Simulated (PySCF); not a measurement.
# Correlation energy of Ag²⁺ (silver, charge +2)

[Kr] 4d8 5s1, high-spin 4F determinant (an excited configuration). Calculation: PySCF 2.14, in ANO-RCC-VTZP; scalar relativity by spin-free X2C-1e. Frozen: [Kr]; 9 electrons correlated.

MP2 pair energies summed by pair of shells (mhartree):

```tsv
pair	energy	share (%)
4d-4d	-171.60	83.4
4d-5s	-34.26	16.6
```

Total MP2 correlation energy: -205.86 mhartree.

Same-spin part -82.12 and opposite-spin part -123.74 mhartree; SCS-MP2 scales them by 1/3 and 6/5 to -175.86 mhartree.
